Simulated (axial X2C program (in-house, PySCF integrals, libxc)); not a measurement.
**Which molecule gave these maps?**

PBE0 fields computed with an in-house all-electron X2C program for linear molecules (integrals from PySCF), two-component, near the equilibrium distance, one atom at z = 0.

The maps cover the half plane through the axis: z from -2.4 to 4.8 Å along the bond, ρ from 0.15 to 2.25 Å away from it.

log10 of the density in e/bohr³:

```
 ρ\z  -2.4  -1.8  -1.2  -0.6   0.0   0.6   1.2   1.8   2.4   3.0   3.6   4.2   4.8
0.15  -3.1  -2.2  -1.3  -0.2   1.8  -0.2  -1.1  -1.0   1.0  -0.7  -1.5  -2.3  -3.2
0.45  -3.1  -2.2  -1.4  -0.6   0.4  -0.6  -1.2  -1.1  -0.4  -0.9  -1.5  -2.4  -3.3
0.75  -3.2  -2.4  -1.6  -0.9  -0.6  -1.0  -1.4  -1.3  -1.0  -1.1  -1.7  -2.5  -3.3
1.05  -3.3  -2.5  -1.8  -1.2  -1.0  -1.3  -1.6  -1.5  -1.3  -1.4  -1.9  -2.6  -3.4
1.35  -3.4  -2.7  -2.1  -1.6  -1.4  -1.6  -1.9  -1.8  -1.6  -1.7  -2.2  -2.8  -3.5
1.65  -3.6  -2.9  -2.4  -2.0  -1.8  -2.0  -2.3  -2.2  -2.0  -2.1  -2.4  -3.0  -3.6
1.95  -3.8  -3.2  -2.7  -2.4  -2.3  -2.4  -2.6  -2.5  -2.4  -2.4  -2.7  -3.2  -3.7
2.25  -4.0  -3.5  -3.0  -2.8  -2.7  -2.8  -3.0  -2.9  -2.7  -2.8  -3.0  -3.4  -3.9
```

Electron localisation function (collinear form, no current term, damped to 0 at low density):

```
 ρ\z  -2.4  -1.8  -1.2  -0.6   0.0   0.6   1.2   1.8   2.4   3.0   3.6   4.2   4.8
0.15  0.05  0.35  0.65  0.42  0.77  0.41  0.70  0.23  0.80  0.08  0.64  0.19  0.01
0.45  0.05  0.35  0.69  0.26  0.75  0.24  0.65  0.49  0.17  0.25  0.69  0.20  0.01
0.75  0.05  0.34  0.72  0.51  0.26  0.43  0.54  0.63  0.63  0.87  0.73  0.22  0.02
1.05  0.04  0.32  0.71  0.80  0.67  0.69  0.38  0.60  0.90  0.91  0.73  0.23  0.02
1.35  0.03  0.27  0.66  0.83  0.83  0.67  0.22  0.48  0.86  0.88  0.68  0.22  0.02
1.65  0.02  0.20  0.57  0.77  0.78  0.51  0.11  0.34  0.77  0.80  0.59  0.18  0.02
1.95  0.01  0.11  0.42  0.63  0.62  0.29  0.05  0.21  0.63  0.68  0.46  0.13  0.01
2.25  0.00  0.04  0.23  0.42  0.39  0.12  0.02  0.11  0.44  0.50  0.29  0.07  0.01
```

Axial spin density in 10⁻³ e/bohr³:

```
 ρ\z  -2.4  -1.8  -1.2  -0.6  0.0   0.6   1.2  1.8   2.4   3.0   3.6   4.2  4.8
0.15   0.0  -0.2  -0.7  -0.3  3.8  -0.4  -0.3  1.2  51.6  -1.2  -1.3  -0.2  0.0
0.45   0.0  -0.1  -0.3   0.1  0.1  -0.7   0.0  5.9   8.7   7.8   0.4  -0.1  0.0
0.75   0.0   0.0   0.1   1.4  1.7  -0.6   0.3  7.4  21.1  11.9   1.6   0.1  0.0
1.05   0.0   0.0   0.3   1.5  1.7  -0.3   0.3  5.2  13.3   8.4   1.7   0.2  0.0
1.35   0.0   0.1   0.3   0.9  0.9  -0.2   0.2  2.8   6.2   4.4   1.2   0.2  0.0
1.65   0.0   0.1   0.2   0.5  0.3  -0.1   0.1  1.3   2.7   2.1   0.8   0.2  0.0
1.95   0.0   0.0   0.1   0.2  0.1  -0.1   0.0  0.6   1.1   0.9   0.4   0.1  0.0
2.25   0.0   0.0   0.1   0.1  0.1   0.0   0.0  0.2   0.5   0.4   0.2   0.1  0.0
```

Question: Which molecule is it?
A. PI⁻
B. ReBr⁻
C. CaTe⁻
D. RhN

Answer: A. PI⁻, with I at z = 0 and P at z = 2.504 Å, state Ω = 3/2 (⟨Sz⟩ = 0.50, ⟨Lz⟩ = 1.00 at PBE0), basis I dyall-acv3z [12s13p9d5f1g], P dyall-av3z [9s8p3d2f] (cores contracted in-house). The state is a single determinant with fixed occupations, the lowest that a limited PBE0 search found. Density functionals use the spin component along the axis (collinear). Without a current term, density functionals place determinants with orbital angular momentum somewhat too high. The highest occupied level of some functionals is positive through self-interaction error; at Hartree–Fock it is bound.
